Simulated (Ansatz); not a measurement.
`CO[CH2][AlH2]` + CH₃SH → `C[S][AlH2]` + dimethyl ether at 700 K and 1 bar (ligand exchange at the Al–C bond).

Gas-phase electronic energies from Ansatz, PBE0-D4/def2-TZVP geometries. CCSD(T)/CBS is the MP2 limit (def2-TZVPP, def2-QZVPP) plus CCSD(T) − MP2 in def2-TZVPP, frozen cores. This one scheme is used for every species. Each species was taken in one conformer, which may not be the lowest.

| species | CCSD(T)/CBS energy (Eh) | H − E (kJ/mol) | S (J/(mol·K)) |
| --- | --- | --- | --- |
| `CO[CH2][AlH2]` | -397.45414 | 289.4 | 443.0 |
| CH₃SH | -438.22835 | 160.2 | 309.0 |
| `C[S][AlH2]` | -680.87163 | 198.2 | 398.5 |
| `COC` | -154.86276 | 259.9 | 338.3 |

H − E and S are ideal-gas, rigid-rotor, harmonic terms from PBE0-D4/def2-TZVP, for one conformer and one mirror image of each species. 1 Eh = 2625.50 kJ/mol, R = 8.31446 J/(mol·K).

**Question.** By hand: ΔE, ΔH, ΔS and ΔG.

**Answer.** ΔE = (-680.87163) + (-154.86276) − (-397.45414) − (-438.22835) = -0.05190 Eh = -136.3 kJ/mol. Δ(H − E) = 198.2 + 259.9 − 289.4 − 160.2 = 8.5, so ΔH = -127.8 kJ/mol. ΔS = 398.5 + 338.3 − 443.0 − 309.0 = -15.2 J/(mol·K). ΔG = -127.8 − 700 × (-15.2)/1000 = -117.2 kJ/mol.

**Question.** By hand: the equilibrium constant, and the temperature at which ΔG would vanish if ΔH and ΔS stayed fixed.

**Answer.** log₁₀ K = −ΔG/(RT ln 10) = 8.7. ΔG = 0 at ΔH/ΔS = 8408 K, far beyond where these terms or the molecules hold.

ΔH outweighs TΔS. A doubt of 5 kJ/mol in ΔE shifts log₁₀ K by 0.4 here. Other conformers and mirror images would add mixing entropy, several J/(mol·K) or more a flexible species. These are equilibria of isolated gas molecules and say nothing of rates. Largest T1 diagnostic: 0.011 (customary marks: 0.02 for closed shells, 0.045 for open ones).
